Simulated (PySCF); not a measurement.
## [Cr(H2O)5]3+ by CASSCF and spin-orbit coupling

The complex [Cr(H2O)5]3+ (charge +3) contains Cr(III), shell d3. The structure is a PBE0-D3(BJ)/def2-SVP, IEF-PCM water geometry optimised for multiplicity 4; coordination square pyramidal, point group C1, metal–donor distances 1.90–1.95 Å.

```
16

Cr    0.000    0.000    0.000
O     1.913   -0.023   -0.290
H     2.402   -0.861   -0.186
H     2.506    0.698   -0.006
O    -1.916    0.001   -0.286
H    -2.469   -0.772   -0.069
H    -2.469    0.797   -0.177
O     0.027   -1.945   -0.105
H     0.101   -2.400   -0.966
H    -0.501   -2.517    0.484
O     0.003    1.929   -0.095
H    -0.581    2.509    0.430
H     0.713    2.474   -0.482
O     0.001    0.005    1.903
H     0.171   -0.826    2.390
H     0.514    0.709    2.350
```

Method (PySCF 2.14, density fitting): CASSCF(3,5) with orbitals averaged over all microstates of the shell, strongly contracted NEVPT2 on the averaged canonical orbitals; basis x2c-TZVPall on the metal, x2c-SVPall elsewhere; spin-free X2C; IEF-PCM water; spin-orbit coupling by state interaction with the mean-field operator over all roots.

## Spin-free states

```tsv
2S+1	deg.	free-ion term	CASSCF / cm⁻¹	NEVPT2 / cm⁻¹	f(ED)
4	1	4F 1.00	0	0	–
4	1	4F 0.97	9454	10402	7.2e-05
4	1	4F 0.96	12224	13745	9.3e-05
2	1	2G 0.63	18738	16717	–
2	1	2G 0.52	19079	16904	–
2	1	2G 0.55	19210	17200	–
2	1	2G 0.46	20070	18229	–
2	1	2G 0.50	19987	18303	–
4	1	4F 0.70	19066	20397	2.0e-06
4	1	4F 0.95	18461	21051	3.3e-06
2	1	2G 0.54	26136	24538	–
2	1	2H 0.37	27154	25767	–
2	1	2G 0.48	27238	26095	–
2	1	2D 0.39	27721	26281	–
4	1	4F 0.82	23978	26343	6.8e-05
2	1	2H 0.46	28238	27331	–
4	1	4F 0.91	24492	27586	3.7e-05
2	1	2H 0.66	30054	29834	–
2	1	2H 0.48	31810	30606	–
2	1	2H 0.48	33552	33111	–
2	1	2H 0.57	34299	34384	–
2	1	2H 0.44	35207	34582	–
4	1	4P 0.69	34024	34954	1.7e-05
2	1	2G 0.58	35260	35626	–
4	1	4P 0.81	36734	37735	7.7e-05
```

Only the lowest 25 spin-free levels are listed. Energies are counted from the ground state at NEVPT2 level. Weights follow the labels. f(ED) is the electric-dipole oscillator strength from the ground state at the fixed geometry, without vibronic coupling; occupations, where given, run over the ligand-field orbitals from the lowest.

## Magnetism

The ground multiplet follows a spin Hamiltonian with S = 3/2, g = 1.948, 1.960, 1.974, D = 0.76 cm⁻¹, E/|D| = 0.31 (spin-orbit part alone); the lowest levels hold 100 % of the spin-free ground state. μeff is 3.83 μB at 300 K and 3.79 μB at 10 K; the spin-only value is 3.88 μB.

| T / K | χT / cm³ K mol⁻¹ | μeff / μB | χT along axes a, b, c |
| --- | --- | --- | --- |
| 2 | 1.717 | 3.71 | 1.08 1.67 2.40 |
| 5 | 1.786 | 3.78 | 1.51 1.78 2.07 |
| 10 | 1.799 | 3.79 | 1.67 1.80 1.93 |
| 20 | 1.803 | 3.80 | 1.75 1.81 1.86 |
| 30 | 1.805 | 3.80 | 1.78 1.81 1.83 |
| 50 | 1.808 | 3.80 | 1.80 1.81 1.82 |
| 75 | 1.811 | 3.81 | 1.81 1.81 1.81 |
| 100 | 1.813 | 3.81 | 1.82 1.81 1.81 |
| 150 | 1.819 | 3.81 | 1.83 1.82 1.81 |
| 200 | 1.824 | 3.82 | 1.83 1.82 1.82 |
| 250 | 1.830 | 3.83 | 1.84 1.83 1.82 |
| 300 | 1.835 | 3.83 | 1.84 1.84 1.83 |

Axes in the frame of the coordinates: a = (-0.25, 0.05, -0.97); b = (0.97, -0.04, -0.25); c = (0.05, 1.00, 0.04).

Powder magnetisation at 2 K: 0.75 μB at 0.5 T, 1.38 μB at 1 T, 2.17 μB at 2 T, 2.55 μB at 3 T, 2.82 μB at 5 T, 2.90 μB at 7 T.

Spin-orbit levels:

```csv
E / cm⁻¹,deg.,make-up,g (S′ = 1/2)
0.0,2,1.00 4F,1.50 2.08 5.26
1.7,2,1.00 4F,1.37 1.85 5.45
10392.0,2,1.00 4F,1.63 2.23 5.09
10410.2,2,1.00 4F,1.26 1.70 5.74
13731.6,2,0.99 4F,2.04 3.89 4.03
13753.0,2,1.00 4F,0.13 0.14 6.12
16697.4,2,0.85 2G + 0.13 2G,0.38 0.99 1.40
16917.4,2,0.83 2G + 0.13 2G + 0.03 2G,0.43 1.68 3.17
17213.9,2,0.95 2G + 0.03 2G,1.83 2.16 2.73
18227.0,2,0.87 2G + 0.11 2G,1.10 1.40 3.13
18293.3,2,0.87 2G + 0.12 2G,–
20405.5,2,0.99 4F,–
20415.5,2,0.99 4F,–
21056.4,2,0.99 4F,–
21064.9,2,0.99 4F,–
24542.1,2,0.99 2G,–
25741.8,2,0.93 2H + 0.04 4F,–
26077.2,2,0.87 2G + 0.08 2D + 0.03 4F,–
26240.4,2,0.54 2D + 0.35 4F + 0.08 2G,–
26380.8,2,0.95 4F,–
26457.7,2,0.61 4F + 0.33 2D + 0.03 2H,–
27319.5,2,0.87 2H + 0.11 4F,–
27621.7,2,0.98 4F,–
27659.0,2,0.88 4F + 0.11 2H,–
```

Only the lowest levels are listed: 48 of 120 states.

NEVPT2 lifts a 2S+1 = 4 state (96 % 4F) from 12224 to 13745 cm⁻¹; on the d shell alone such lifts tend to overshoot. NEVPT2 on the d shell alone tends to put d–d bands too high for such charged or covalently bound ions. The geometry optimisation stopped short of its thresholds.

The job took 15 s on one thread of Arm Neoverse V2 (shared host), with 168 basis functions and a peak of 0.7 GiB, launched as `OMP_NUM_THREADS=1 python lf_run.py task.json out`.
